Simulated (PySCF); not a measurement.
Computed with PBE0 in PySCF with Ga def2-SVP, Br def2-SVP; no relativity; density-fitted integrals. Open shells, if any, are unrestricted.

Q: What shape and geometry does isolated singlet GaBr₃ take (every ligand bound to Ga)?

A: Counting electrons, gallium keeps none of its valence electrons outside its bonds, so the VSEPR class is AX3 and the expected shape is trigonal planar (D3h), as computed. The lowest minimum found is a singlet of D3h symmetry with Ga–Br 2.266 Å (×3); Br–Ga–Br 120.0° (×3). Its harmonic wavenumbers are 83 (e'), 114 (a2''), 230 (a1'), 358 (e') cm⁻¹ and its dipole moment is 0.00 D.
